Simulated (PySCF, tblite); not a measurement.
C5H7OP.
Geometry (GFN2-xTB, Å), atoms numbered from 1 in this order:
```xyz
14
C5H7OP angstrom
C     -1.4133    2.4847    0.7241
C     -0.9660    1.4717    0.2596
P     -0.2998    0.0209   -0.5267
C     -1.3383   -1.3279    0.1505
O     -0.2713    0.0820   -1.9901
C      1.3228   -0.1469    0.2653
C      2.3874   -0.3072   -0.5003
H     -1.8095    3.3632    1.1460
H     -1.3205   -1.3449    1.2359
H     -2.3577   -1.1781   -0.2017
H     -0.9637   -2.2697   -0.2476
H      1.3702   -0.1009    1.3434
H      2.2728   -0.3360   -1.5729
H      3.3862   -0.4114   -0.1077
```

Level of theory: wB97X-D/def2-SVPD in PySCF (dipole) on a GFN2-xTB geometry, gas phase.

Masses are those of the commonest isotopes; rigid-rotor values at the optimised geometry. The values belong to one conformer with, in the numbering `[CH:1]#[C:2][P@@:3]([CH3:4])(=[O:5])[CH:6]=[CH2:7]`, C2–P3–C6–C7 -130°.

(1) What are A, B and C (GHz)?

(2) Classify the top.

(3) What does the inertial defect say?

(4) Predict some low-J microwave lines.

(5) Estimate the classical rotational partition function at 25 K, 298.15 K and 500 K.

## Answers

(1) Ia = 174.12, Ib = 284.61, Ic = 331.33 u·Å²; 505379 MHz·u·Å²/I gives 2902, 1776 and 1525 MHz, that is A = 2.9024, B = 1.7757, C = 1.5253 GHz.

(2) An asymmetric top. Ray's parameter κ = (2B − A − C)/(A − C) = -0.636; −1 is the prolate and +1 the oblate limit.

(3) Not planar: Δ = Ic − Ia − Ib = -127.40 u·Å². For a rigid frame Δ = −2 Σ m c², so Σ m c² = 63.70 u·Å² lies off the ab plane: 9.60 from hydrogen and 54.10 from heavier atoms. The atom farthest from that plane is 2.04 Å away.

(4) The dipole components are |μa| = 0.62 D, |μb| = 1.17 D, |μc| = 3.85 D. The squared components, which scale the intensities, stand as 0.03 : 0.09 : 1.00 (a : b : c). Some lines, for components of 0.1 D or more:

```json
{"type": "a", "branch": "Q", "J(Ka,Kc)": "2(1,1) ← 2(1,2)", "MHz": "751", "lower level (cm⁻¹)": "0.360"}
{"type": "c", "branch": "Q", "J(Ka,Kc)": "2(1,2) ← 2(0,2)", "MHz": "914", "lower level (cm⁻¹)": "0.329"}
{"type": "c", "branch": "Q", "J(Ka,Kc)": "1(1,1) ← 1(0,1)", "MHz": "1127", "lower level (cm⁻¹)": "0.110"}
{"type": "b", "branch": "Q", "J(Ka,Kc)": "1(1,0) ← 1(0,1)", "MHz": "1377", "lower level (cm⁻¹)": "0.110"}
{"type": "b", "branch": "Q", "J(Ka,Kc)": "2(1,1) ← 2(0,2)", "MHz": "1665", "lower level (cm⁻¹)": "0.329"}
{"type": "a", "branch": "R", "J(Ka,Kc)": "1(0,1) ← 0(0,0)", "MHz": "3301", "lower level (cm⁻¹)": "0.000"}
{"type": "c", "branch": "Q", "J(Ka,Kc)": "2(2,1) ← 2(1,1)", "MHz": "3380", "lower level (cm⁻¹)": "0.385"}
{"type": "b", "branch": "Q", "J(Ka,Kc)": "2(2,0) ← 2(1,1)", "MHz": "3417", "lower level (cm⁻¹)": "0.385"}
{"type": "b", "branch": "Q", "J(Ka,Kc)": "2(2,1) ← 2(1,2)", "MHz": "4131", "lower level (cm⁻¹)": "0.360"}
{"type": "b", "branch": "R", "J(Ka,Kc)": "1(1,1) ← 0(0,0)", "MHz": "4428", "lower level (cm⁻¹)": "0.000"}
{"type": "c", "branch": "R", "J(Ka,Kc)": "1(1,0) ← 0(0,0)", "MHz": "4678", "lower level (cm⁻¹)": "0.000"}
{"type": "b", "branch": "R", "J(Ka,Kc)": "2(0,2) ← 1(1,1)", "MHz": "5438", "lower level (cm⁻¹)": "0.148"}
{"type": "a", "branch": "R", "J(Ka,Kc)": "2(1,2) ← 1(1,1)", "MHz": "6352", "lower level (cm⁻¹)": "0.148"}
{"type": "a", "branch": "R", "J(Ka,Kc)": "2(0,2) ← 1(0,1)", "MHz": "6565", "lower level (cm⁻¹)": "0.110"}
{"type": "a", "branch": "R", "J(Ka,Kc)": "2(1,1) ← 1(1,0)", "MHz": "6852", "lower level (cm⁻¹)": "0.156"}
{"type": "b", "branch": "R", "J(Ka,Kc)": "2(1,2) ← 1(0,1)", "MHz": "7478", "lower level (cm⁻¹)": "0.110"}
{"type": "c", "branch": "R", "J(Ka,Kc)": "2(1,1) ← 1(0,1)", "MHz": "8229", "lower level (cm⁻¹)": "0.110"}
{"type": "b", "branch": "R", "J(Ka,Kc)": "2(2,1) ← 1(1,0)", "MHz": "10233", "lower level (cm⁻¹)": "0.156"}
{"type": "c", "branch": "R", "J(Ka,Kc)": "2(2,0) ← 1(1,0)", "MHz": "10270", "lower level (cm⁻¹)": "0.156"}
{"type": "c", "branch": "R", "J(Ka,Kc)": "2(2,1) ← 1(1,1)", "MHz": "10483", "lower level (cm⁻¹)": "0.148"}
{"type": "b", "branch": "R", "J(Ka,Kc)": "2(2,0) ← 1(1,1)", "MHz": "10520", "lower level (cm⁻¹)": "0.148"}
```

(5) Point group C1, symmetry number σ = 1; q = (√π/σ)·√((kT/h)³/(ABC)), k/h = 20836.6 MHz/K: 7520 at 25 K, 310000 at 298.15 K, 672000 at 500 K.

Its GFN2-xTB frequencies are all real (lowest 68 cm⁻¹). Zero-point vibration and centrifugal distortion are left out. A rigid rotor knows nothing of internal rotation, which can split or shift real lines.

Time: 41 s of wall time (with the writing of density and orbital grids); peak memory 0.90 GiB. Hardware: one thread, Arm Neoverse V1 (aarch64), on a shared host. This is the wB97X-D/def2-SVPD job that gave the dipole, with the excitations it also computed.
